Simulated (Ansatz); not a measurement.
`CO[SiH2]F` + `BO` → `BO[SiH2]F` + CH₃OH at 400 K and 1 bar (ligand exchange at the Si–O bond).

Program: Ansatz. Geometries: PBE0-D4/def2-TZVP. ΔE: electronic, gas phase. CBS: MP2 limit from def2 TZ/QZ plus the TZ coupled-cluster correction, frozen cores. This one scheme is used for every species. One conformer a species, not always the lowest.

```tsv
species	CCSD(T)/CBS energy (Eh)	H − E (kJ/mol)	S (J/(mol·K))
`CO[SiH2]F`	-505.20189	191.9	345.4
`BO`	-101.80414	108.2	244.0
`BO[SiH2]F`	-491.38453	148.0	340.9
CH₃OH	-115.61712	151.2	252.6
```

H − E and S are ideal-gas, rigid-rotor, harmonic terms from PBE0-D4/def2-TZVP, for one conformer and one mirror image of each species. 1 Eh = 2625.50 kJ/mol, R = 8.31446 J/(mol·K).

Q: By hand: ΔE, ΔH, ΔS and ΔG.

A: ΔE = (-491.38453) + (-115.61712) − (-505.20189) − (-101.80414) = 0.00438 Eh = 11.5 kJ/mol. Δ(H − E) = 148.0 + 151.2 − 191.9 − 108.2 = -0.9, so ΔH = 10.6 kJ/mol. ΔS = 340.9 + 252.6 − 345.4 − 244.0 = 4.1 J/(mol·K). ΔG = 10.6 − 400 × (4.1)/1000 = 9.0 kJ/mol.

Q: By hand: the equilibrium constant, and the temperature at which ΔG would vanish if ΔH and ΔS stayed fixed.

A: log₁₀ K = −ΔG/(RT ln 10) = -1.2. ΔG = 0 at ΔH/ΔS = 2585 K, far beyond where these terms or the molecules hold.

The number of gas molecules stays the same, so ΔS is small and ΔH decides. A doubt of 5 kJ/mol in ΔE shifts log₁₀ K by 0.7 here. Other conformers and mirror images would add mixing entropy, several J/(mol·K) or more a flexible species. Modes under 60 cm⁻¹, often nearly free rotors, make the harmonic entropy too high. These are equilibria of isolated gas molecules and say nothing of rates. Largest T1 diagnostic: 0.014 (customary marks: 0.02 for closed shells, 0.045 for open ones).
